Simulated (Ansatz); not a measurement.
Consider the formal hydrolysis of a Ge–F bond: `C[O][Ge][F]` + H₂O → `C[O][Ge][OH]` + H–F.

Isolated molecules relaxed with PBE0-D4/def2-TZVP in Ansatz; ΔE leaves out vibrations. CCSD(T)/CBS adds triple-zeta CCSD(T) − MP2 to the extrapolated MP2 energy (def2 sets, frozen cores). This one scheme is used for every species. Functionals use def2-TZVPP. B3LYP here is the variant with VWN-RPA as its local correlation; programs differ in this. For Ge outer-core shells are correlated without core-valence functions, which leaves a few kJ/mol of doubt a bond. Scalar relativity is left out up to krypton. Each species was taken in one conformer, which may not be the lowest.

`C[O][Ge][F]`:

```xyz
7

C    -0.813    0.108    0.062
O     0.244    0.745   -0.627
Ge    1.962    0.342   -0.622
F     1.918   -1.046    0.472
H    -0.465   -0.744    0.650
H    -1.292    0.831    0.728
H    -1.555   -0.236   -0.664
```

H₂O:

Z-matrix (Å, degrees):
```
O
H 1 0.960
H 1 0.960 2 105.1
```

`C[O][Ge][OH]`:

```xyz
8

C     0.251    0.149    1.147
O    -0.874   -0.513    0.608
Ge   -1.284   -0.756   -1.095
O     0.140    0.080   -1.810
H     0.818   -0.554    1.764
H     0.906    0.551    0.371
H    -0.090    0.968    1.787
H     0.133    0.075   -2.771
```

H–F:

Z-matrix (Å, degrees):
```
F
H 1 0.920
```

```tsv
level	ΔE (kJ/mol)	difference from CCSD(T)/CBS
B3LYP-D4	40.1	6.5
ωB97X-V	40.4	6.8
ωB97M-V	40.0	6.4
B2PLYP	38.4	4.8
r2SCAN	38.5	4.9
PBE0	37.8	4.2
B3LYP	43.2	9.6
MP2/def2-TZVPP	29.1	-4.5
CCSD/def2-TZVPP	33.5	-0.1
SCS-MP2/def2-QZVPP	34.3	0.7
CCSD(T)/CBS	33.6	0
```

Largest T1 diagnostic among the species: 0.015.

In def2-TZVPP, CCSD(T) changes the Hartree–Fock value by −12.4 kJ/mol (the triples alone add −1.7 kJ/mol) and MP2 by −15.0 kJ/mol. The D4 term adds −3.1 kJ/mol with B3LYP and −1.6 kJ/mol with PBE0; it sums over pairs of atoms, weighted by their polarisabilities, and B3LYP, whose exchange is more repulsive, gets the larger term.
